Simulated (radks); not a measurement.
Values are calculated unless marked as measured or tabulated.
These are the eigenvalues of the occupied orbitals of an atom or ion with whole-number occupations (hartree). Level of theory: Dirac Kohn-Sham, Wu-Cohen GGA, spin-unpolarised, spherical densities, finite nucleus; Fermi nuclear charge, rms radius of each element as measured or else 0.836 A^(1/3) + 0.57 fm (a radial shooting solver on a logarithmic mesh with Libxc functionals).

orbital  eigenvalue
1s1/2     -1969.730
2s1/2     -328.2558
2p1/2     -312.2910
2p3/2     -282.8807
3s1/2     -73.44523
3p1/2     -66.46596
3p3/2     -60.35935
3d3/2     -48.33334
3d5/2     -46.99971
4s1/2     -14.92549
4p1/2     -12.17126
4p3/2     -10.80563
4d3/2      -6.26496
4d5/2      -6.01784
5s1/2      -2.31258
5p1/2      -1.57077
5p3/2      -1.39670
4f5/2      -0.64182
4f7/2      -0.60952

Which element is it, and in what charge state? The configuration may be excited. Open shells, if any, fill j = l - 1/2 first.

Answer. Z = 66, dysprosium, charge +2: Dy2+ in [Xe] 4f10. The list shows which subshells hold electrons but not how many an open one holds; the 1s level, -1969.7 hartree, gives Z - s = 62.8 by -(Z - s)^2/2, which with screening and relativity narrows Z to a few neighbours, and the depths of the outer levels then fix element, charge and occupations together.
